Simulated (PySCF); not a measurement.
CaF2, charge +1, doublet, geometry from GFN2-xTB (such geometries of metal compounds can be far from the true shape) (a state made from the parent by changing its charge; the spin is typed, not shown lowest); SVWN5/def2-SVP run with PySCF.

The PySCF input:
```python
from pyscf import gto, scf, dft

mol = gto.M(
    atom='''
Ca    0.616942   -0.101181   -0.231655
F    -0.865299    1.211631   -0.701577
F    -0.505683   -0.986784    1.216365
''',
    basis='def2-svp',
    charge=1,
    spin=1,
    verbose=4,
)

mf = dft.ROKS(mol)
mf.xc = 'lda,vwn'
mf.kernel()
mf.analyze()
```

Task: What does PySCF print? Leave out banner, timings and long lists.

Result: 
```
PySCF version 2.14.0

[INPUT] verbose = 4
[INPUT] num. atoms = 3
[INPUT] num. electrons = 37
[INPUT] charge = 1
[INPUT] spin (= nelec alpha-beta = 2S) = 1
[INPUT] symmetry False subgroup None
[INPUT] Mole.unit = angstrom
[INPUT] Symbol           X                Y                Z      unit          X                Y                Z       unit  Magmom
[...]
nuclear repulsion = 108.194037237966
number of shells = 22
number of NR pGTOs = 109
number of NR cGTOs = 52
basis = def2-svp
ecp = {}

******** <class 'pyscf.dft.roks.ROKS'> ********
method = ROKS
initial guess = minao
damping factor = 0
level_shift factor = 0
DIIS = <class 'pyscf.scf.diis.CDIIS'>
diis_start_cycle = 1
diis_space = 8
diis_damp = 0
SCF conv_tol = 1e-09
SCF conv_tol_grad = None
SCF max_cycles = 50
direct_scf = True
direct_scf_tol = 1e-13
num. doubly occ = 18  num. singly occ = 1
XC library pyscf.dft.libxc version 7.1.2
    S. Lehtola, C. Steigemann, M. J. T. Oliveira, and M. A. L. Marques,  SoftwareX 7, 1–5 (2018)
XC functionals = lda,vwn
    P. A. M. Dirac,  Math. Proc. Cambridge Philos. Soc. 26, 376 (1930)
    F. Bloch,  Z. Phys. 57, 545 (1929)
    S. H. Vosko, L. Wilk, and M. Nusair,  Can. J. Phys. 58, 1200 (1980)
radial grids:
    Treutler-Ahlrichs [JCP 102, 346 (1995); DOI:10.1063/1.469408] (M4) radial grids

becke partition: Becke, JCP 88, 2547 (1988); DOI:10.1063/1.454033
pruning grids: <function nwchem_prune>
grids dens level: 3
symmetrized grids: False
atomic radii adjust function: <function treutler_atomic_radii_adjust>
small_rho_cutoff = 0
Set gradient conv threshold to 3.16228e-05
tot grids = 48952
init E= -873.811497721248
[...]
cycle= 1 E= -873.636938235515  delta_E= 0.175  |g|= 0.406  |ddm|= 1.87
[...]
cycle= 2 E= -873.477639245697  delta_E= 0.159  |g|= 0.956  |ddm|= 1.19
[...]
cycle= 3 E= -873.555328509546  delta_E= -0.0777  |g|= 0.542  |ddm|= 0.658
[...]
cycle= 4 E= -873.506334545084  delta_E= 0.049  |g|= 0.653  |ddm|= 0.884
[...]
cycle= 5 E= -873.671902828736  delta_E= -0.166  |g|= 0.0766  |ddm|= 0.957
[...]
cycle= 6 E= -873.672925931359  delta_E= -0.00102  |g|= 0.0457  |ddm|= 0.0432
[...]
cycle= 7 E= -873.602022829464  delta_E= 0.0709  |g|= 0.42  |ddm|= 0.957
[...]
cycle= 8 E= -873.572130755515  delta_E= 0.0299  |g|=  0.5  |ddm|= 0.0987
[...]
cycle= 9 E= -873.597166276973  delta_E= -0.025  |g|= 0.434  |ddm|= 0.082
[...]
cycle= 10 E= -873.522827562567  delta_E= 0.0743  |g|= 0.605  |ddm|= 0.802

WARN: HOMO -0.285541558977964 >= LUMO -0.555829640128742

cycle= 11 E= -872.596698211208  delta_E= 0.926  |g|= 1.22  |ddm|= 1.86
[...]
cycle= 12 E= -873.5192719771  delta_E= -0.923  |g|= 0.606  |ddm|= 1.61
[...]
cycle= 13 E= -873.64448267891  delta_E= -0.125  |g|= 0.237  |ddm|= 0.475
[...]
cycle= 14 E= -873.653373307382  delta_E= -0.00889  |g|= 0.175  |ddm|= 0.132
[...]
cycle= 15 E= -873.670569844417  delta_E= -0.0172  |g|= 0.107  |ddm|= 0.961
[...]
cycle= 16 E= -873.670997405727  delta_E= -0.000428  |g|= 0.0938  |ddm|= 0.0888
[...]
cycle= 17 E= -873.67046330528  delta_E= 0.000534  |g|= 0.101  |ddm|= 0.0162
[...]
cycle= 18 E= -873.671982723003  delta_E= -0.00152  |g|= 0.0621  |ddm|= 0.19
[...]
cycle= 19 E= -873.672541086449  delta_E= -0.000558  |g|= 0.0495  |ddm|= 0.33
[...]
cycle= 20 E= -873.603492115055  delta_E= 0.069  |g|= 0.417  |ddm|= 0.956
[...]
cycle= 21 E= -873.615205228444  delta_E= -0.0117  |g|= 0.377  |ddm|= 0.0827
[...]
cycle= 22 E= -873.671547907602  delta_E= -0.0563  |g|= 0.0571  |ddm|= 0.891
[...]
cycle= 23 E= -873.60951317413  delta_E= 0.062  |g|= 0.398  |ddm|= 0.931
[...]
cycle= 24 E= -873.620286394314  delta_E= -0.0108  |g|= 0.359  |ddm|= 0.0383
[...]
cycle= 25 E= -873.594476553363  delta_E= 0.0258  |g|= 0.443  |ddm|= 0.0908
[...]
cycle= 26 E= -873.65960985605  delta_E= -0.0651  |g|= 0.184  |ddm|= 0.767
[...]
cycle= 27 E= -873.659660020855  delta_E= -5.02e-05  |g|= 0.172  |ddm|= 0.154
[...]
cycle= 28 E= -873.667499259902  delta_E= -0.00784  |g|= 0.115  |ddm|= 0.269
[...]
cycle= 29 E= -873.661766398745  delta_E= 0.00573  |g|= 0.122  |ddm|= 0.533
[...]
cycle= 30 E= -873.67274937794  delta_E= -0.011  |g|= 0.0498  |ddm|= 0.806
[...]
cycle= 31 E= -873.644099074853  delta_E= 0.0287  |g|= 0.256  |ddm|= 0.828
[...]
cycle= 32 E= -873.66425731601  delta_E= -0.0202  |g|= 0.0808  |ddm|= 0.243
[...]
cycle= 33 E= -873.673050639736  delta_E= -0.00879  |g|= 0.0349  |ddm|= 0.764
[...]
cycle= 34 E= -873.672519037826  delta_E= 0.000532  |g|= 0.0562  |ddm|= 0.105
[...]
cycle= 35 E= -873.672595339305  delta_E= -7.63e-05  |g|= 0.054  |ddm|= 0.0461
[...]
cycle= 36 E= -873.612285112668  delta_E= 0.0603  |g|= 0.39  |ddm|= 0.886
[...]
cycle= 37 E= -873.671977821477  delta_E= -0.0597  |g|= 0.0409  |ddm|= 0.952
[...]
cycle= 38 E= -873.659123595943  delta_E= 0.0129  |g|= 0.151  |ddm|= 0.936
[...]
cycle= 39 E= -873.671725800079  delta_E= -0.0126  |g|= 0.0602  |ddm|= 0.912
[...]
cycle= 40 E= -873.67015867672  delta_E= 0.00157  |g|= 0.0732  |ddm|= 0.269
[...]
cycle= 41 E= -873.597686316043  delta_E= 0.0725  |g|= 0.435  |ddm|= 0.954
[...]
cycle= 42 E= -873.608749799801  delta_E= -0.0111  |g|=  0.4  |ddm|= 0.055
[...]
cycle= 43 E= -873.591488424852  delta_E= 0.0173  |g|= 0.455  |ddm|= 0.153
[...]
cycle= 44 E= -873.626009310698  delta_E= -0.0345  |g|= 0.349  |ddm|= 0.271
[...]
cycle= 45 E= -873.634737214723  delta_E= -0.00873  |g|= 0.31  |ddm|= 0.106
[...]
cycle= 46 E= -873.635789415818  delta_E= -0.00105  |g|= 0.306  |ddm|= 0.0311
[...]
cycle= 47 E= -873.60410578412  delta_E= 0.0317  |g|= 0.419  |ddm|= 0.23
[...]
cycle= 48 E= -873.569935744183  delta_E= 0.0342  |g|= 0.515  |ddm|= 0.133
[...]
cycle= 49 E= -873.666160008391  delta_E= -0.0962  |g|= 0.152  |ddm|= 0.948
[...]
cycle= 50 E= -873.661583170319  delta_E= 0.00458  |g|= 0.104  |ddm|= 0.789
SCF not converged.
SCF energy = -873.661583170319
**** SCF Summaries ****
Total Energy =                        -873.661583170318863
Nuclear Repulsion Energy =             108.194037237965588
One-electron Energy =                -1414.043421868330370
Two-electron Energy =                  432.187801460045819
Two-electron Coulomb Energy =          485.871652461354415
DFT Exchange-Correlation Energy =      -53.683851001308597
HOMO-LUMO gap [eV] =                     7.567444761491942
**** MO energy ****
                Roothaan           | alpha              | beta
[...]
 ** Mulliken pop on meta-lowdin orthogonal AOs  **
 ** Mulliken pop  **
 ** Mulliken atomic charges  **
charge of    0Ca =      1.68179
charge of    1F =     -0.29261
charge of    2F =     -0.38917

WARN: System has nonzero charge 1; the dipole moment is origin-dependent.
Location of origin: [0. 0. 0.]

Dipole moment(X, Y, Z, Debye):  6.33489, -0.53386, -2.82834
```

The run did not converge; its last values are not results.
